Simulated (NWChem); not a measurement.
System: C3H9Si cation

NWChem input:

```
start job
memory heap 200 mb stack 900 mb global 1100 mb
charge 1
geometry units angstroms noautosym nocenter noautoz
  C      1.611479     0.896773    -0.001556
  Si    -0.000097    -0.000058     0.000551
  C     -0.029139    -1.844143     0.000436
  C     -1.582423     0.947428     0.001528
  H      2.472252     0.222846    -0.031761
  H      1.687104     1.530279     0.894813
  H      1.661005     1.581186    -0.860921
  H      0.496377    -2.226705    -0.887080
  H     -1.043460    -2.252717     0.015473
  H      0.524817    -2.228817     0.869293
  H     -2.168901     0.695243    -0.894604
  H     -2.200121     0.649399     0.861151
  H     -1.428898     2.029861     0.030252
end
basis spherical
  * library 6-31g*
end
dft
  xc pbe0
  iterations 150
end
cosmo
  do_cosmo_smd true
  solvent octanol
end
task dft energy
```

Output (shortened):

```
             Northwest Computational Chemistry Package (NWChem) 7.3.0
             --------------------------------------------------------

                             Geometry "geometry" -> ""
                             -------------------------

 Output coordinates in angstroms (scale by  1.889725989 to convert to a.u.)

  No.       Tag          Charge          X              Y              Z
 ---- ---------------- ---------- -------------- -------------- --------------
    1 C                    6.0000     1.61147900     0.89677300    -0.00155600
    2 Si                  14.0000    -0.00009700    -0.00005800     0.00055100
    3 C                    6.0000    -0.02913900    -1.84414300     0.00043600
    4 C                    6.0000    -1.58242300     0.94742800     0.00152800
    5 H                    1.0000     2.47225200     0.22284600    -0.03176100
    6 H                    1.0000     1.68710400     1.53027900     0.89481300
    7 H                    1.0000     1.66100500     1.58118600    -0.86092100
    8 H                    1.0000     0.49637700    -2.22670500    -0.88708000
    9 H                    1.0000    -1.04346000    -2.25271700     0.01547300
   10 H                    1.0000     0.52481700    -2.22881700     0.86929300
   11 H                    1.0000    -2.16890100     0.69524300    -0.89460400
   12 H                    1.0000    -2.20012100     0.64939900     0.86115100
   13 H                    1.0000    -1.42889800     2.02986100     0.03025200

 Effective nuclear repulsion energy (a.u.)     165.2456212349

                                 NWChem DFT Module
                                 -----------------

 Summary of "ao basis" -> "ao basis" (spherical)
 ------------------------------------------------------------------------------
       Tag                 Description            Shells   Functions and Types
 ---------------- ------------------------------  ------  ---------------------
 C                           6-31g*                  6       14   3s2p1d
 Si                          6-31g*                  8       18   4s3p1d
 H                           6-31g*                  2        2   2s

 in cosmo_initialize ...
 calling solv_data for solv:octanol

[...]

                                COSMO-SMD solvation results
                                ---------------------------

             internal energy in gas <Psi(g)|H|Psi(g)> =      -408.681354567396
         internal energy in solvent <Psi(s)|H|Psi(s)> =      -408.680963370505
                               delta internal energy  =         0.000391196891 (    0.25 kcal/mol)
   total free energy in solvent <Psi(s)|H+V/2|Psi(s)> =      -408.764776625687
 polarization energy contribution <Psi(s)|V/2|Psi(s)> =        -0.083813255183 (  -52.59 kcal/mol)
    total free energy in solvent including G(SMD-CDS) =      -408.763754287708
                       G(SMD-CDS) energy contribution =         0.001022337979 (    0.64 kcal/mol)
     1 M fixed-concentration free energy of solvation =        -0.082399720313 (  -51.71 kcal/mol)

                       DFT Final Molecular Orbital Analysis
                       ------------------------------------

 Vector   18  Occ=2.000000D+00  E=-4.404111D-01
              MO Center= -3.6D-04,  4.1D-03,  3.4D-03, r^2= 5.4D+00
   Bfn.  Coefficient  Atom+Function         Bfn.  Coefficient  Atom+Function
  ----- ------------  ---------------      ----- ------------  ---------------
    35      0.266899   3 C  px                4      0.233021   1 C  py
    50     -0.230762   4 C  py               61     -0.158770   5 H  s
    69     -0.158519   9 H  s                77     -0.158879  13 H  s
    39      0.151724   3 C  px               49     -0.135740   4 C  px
     8      0.134300   1 C  py                3     -0.131614   1 C  px

 Vector   19  Occ=2.000000D+00  E=-3.829707D-01
              MO Center= -4.7D-01, -1.9D-01, -4.0D-04, r^2= 3.5D+00
   Bfn.  Coefficient  Atom+Function         Bfn.  Coefficient  Atom+Function
  ----- ------------  ---------------      ----- ------------  ---------------
    22      0.329065   2 Si py               36     -0.308490   3 C  py
    49      0.272291   4 C  px               21     -0.214176   2 Si px
    50     -0.207353   4 C  py               40     -0.181323   3 C  py
    53      0.160961   4 C  px               18     -0.132325   2 Si py
    54     -0.118171   4 C  py               77     -0.096642  13 H  s

 Vector   20  Occ=2.000000D+00  E=-3.829306D-01
              MO Center=  4.7D-01,  1.9D-01,  1.4D-03, r^2= 3.5D+00
   Bfn.  Coefficient  Atom+Function         Bfn.  Coefficient  Atom+Function
  ----- ------------  ---------------      ----- ------------  ---------------
    21     -0.329179   2 Si px                3      0.315807   1 C  px
    22     -0.214175   2 Si py               36      0.213856   3 C  py
     4      0.201347   1 C  py               49      0.192839   4 C  px
     7      0.180261   1 C  px               17      0.132357   2 Si px
     8      0.126223   1 C  py               40      0.124353   3 C  py

 Vector   21  Occ=0.000000D+00  E=-1.159034D-01
              MO Center=  3.3D-05, -3.4D-04,  1.1D-03, r^2= 2.9D+00
   Bfn.  Coefficient  Atom+Function         Bfn.  Coefficient  Atom+Function
  ----- ------------  ---------------      ----- ------------  ---------------
    23      0.675807   2 Si pz               27      0.483522   2 Si pz
    19     -0.235405   2 Si pz               64     -0.169833   6 H  s
    74      0.169953  11 H  s                68      0.168026   8 H  s
    72     -0.165524  10 H  s                66      0.163429   7 H  s
    76     -0.162930  12 H  s                63     -0.086686   6 H  s

[...]
```

Level: PBE0/6-31G* (spherical d), SMD on the gas-phase geometry. Geometry: optimised at B3LYP/6-31G* (spherical d). Solvent: 1-octanol.
